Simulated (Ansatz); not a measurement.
Potential energy curve for AlN, triplet.

- FCI = full CI/def2-SVP, frozen core (Ansatz, a first-principles code)
- ROCCSDT(Q) = Ansatz with CCSDT(Q)/B on ROHF/def2-SVP, frozen core
- ROCCSDTQ = CCSDTQ on ROHF/def2-SVP, frozen core in Ansatz

Energies are in kJ/mol, each relative to the lowest point of its own curve near equilibrium.

```
R / Å    FCI  ROCCSDT(Q)  ROCCSDTQ
-----  -----  ----------  --------
1.87     2.5         2.5       2.5
1.90     0.3         0.3       0.3
1.96     0.0         0.0       0.0
2.06     8.0         8.0       8.0
2.24    37.1        37.1      37.1
2.38    64.4        64.4      64.4
2.67   116.0       116.0     116.0
2.99   153.7       153.4     153.7
3.17   166.5       166.0     166.6
3.61       …           —         —
3.96       …           —         —
4.35       …           —         —
```

Question: Fill in the missing entries.

Answer: 
- 3.61, FCI: 182.9
- 3.96, FCI: 188.3
- 4.35, FCI: 191.1

Dashes: no converged value, or the column stops at the first point that the program doubted or that broke a chosen test of continuity, which isn't proof of a fault.

The scan ran from 1.44 to 7.23 Å; beyond the distances shown full CI changes its symmetry label. The T1 diagnostic of CCSD on the restricted reference of ROCCSDT(Q), ROCCSDTQ exceeds 0.045 at 2.67 to 3.96 Å.
